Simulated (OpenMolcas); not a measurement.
## Potential curves of CSe: spin–orbit levels

Computed with OpenMolcas 26.06: state-averaged CASSCF(8,7) over Se 4p, C 2s 2p, XMS-CASPT2 (IPEA 0.25, imaginary shift 0.2 hartree), scalar X2C, ANO-RCC-VTZP, then RASSI spin–orbit state interaction with atomic mean-field integrals. C2 symmetry about the axis (a holds Σ, Δ, Γ; b holds Π, Φ, H; Σ⁺ and Σ⁻ are not told apart); roots by multiplicity and irrep: 1a 4, 3b 2, 3a 4, 1b 2, 5b 2.

XMS-CASPT2 energies with spin–orbit state interaction in eV from the lowest point. Curves are followed by energy order within each symmetry, so they are adiabatic and may change character at avoided crossings; for Ω = 0 the + and − levels are counted together.

| R (Å) | (1)Ω=0 | (2)Ω=0 | (3)Ω=0 | (1)Ω=1 | (1)Ω=2 | (4)Ω=0 | (1)Ω=3 |
| --- | --- | --- | --- | --- | --- | --- | --- |
| 1.440 | 2.032 | 5.473 | 5.475 | 5.518 | 5.566 | 7.454 | 8.173 |
| 1.523 | 0.767 | 4.107 | 4.110 | 4.153 | 4.202 | 5.595 | 6.277 |
| 1.599 | 0.198 | 3.435 | 3.439 | 3.481 | 3.530 | 4.526 | 5.182 |
| 1.674 | 0.000 | 3.125 | 3.130 | 3.171 | 3.221 | 3.861 | 4.486 |
| 1.758 | 0.072 | 3.063 | 3.073 | 3.110 | 3.161 | 3.457 | 4.034 |
| 1.841 | 0.342 | 3.170 | 3.206 | 3.215 | 3.291 | 3.313 | 3.826 |
| 1.959 | 0.908 | 3.279 | 3.571 | 3.280 | 3.647 | 3.585 | 3.792 |
| 2.109 | 1.768 | 3.556 | 4.157 | 3.553 | 4.038 | 4.162 | 4.002 |
| 2.344 | 3.081 | 4.189 | 4.766 | 4.186 | 4.584 | 4.835 | 4.556 |
| 2.678 | 4.547 | 5.069 | 5.417 | 5.072 | 5.321 | 5.547 | 5.355 |
| 3.181 | 5.714 | 5.859 | 6.025 | 5.884 | 5.925 | 6.125 | 6.001 |

Question: With masses 79.917 and 12.000 u, fit the curves (1)Ω=0, (3)Ω=0, (1)Ω=3 near their minima.

Answer: At XMS-CASPT2 with spin–orbit state interaction, Te from the lowest curve (the fit fixes ωe to a per cent or two; the method's Re and ωe can be off by some per cent):

```
 curve  Te (cm⁻¹)  Re (Å)  ωe (cm⁻¹)
(1)Ω=0          0   1.691     1022.2
(3)Ω=0      24770   1.735      894.0
(1)Ω=3      30520   1.914      646.4
```

The 7 lowest clean curves are shown; the next is (2)Ω=2, from 3.85 eV. Left out for impure symmetry, kinks or missing points, though low: (2)Ω=1. Only roots inside an energy window near the equilibrium distance were included, so the list of states is not complete; labels number the states computed. Each spin and symmetry block has orbitals of its own, averaged over its own roots, so gaps between blocks are less sure than gaps within one and near the minimum can be off by tenths of an eV, in bad cases by more. No Rydberg orbitals are active, so Rydberg states, and σ→σ* states whose orbital the CASSCF left unused, can be missing between those listed. CASPT2 splits the two components of degenerate states numerically, here by up to 109 cm⁻¹. At stretched bonds a block can hold a wrong CASSCF solution and miss its lowest state; points past a visible jump are left out. No roots were computed in block 5a (none fell in the window or the block failed), so states of that kind are missing and can lie low or lowest. Points that failed a check (symmetry, reference weights, a jump) are left out.
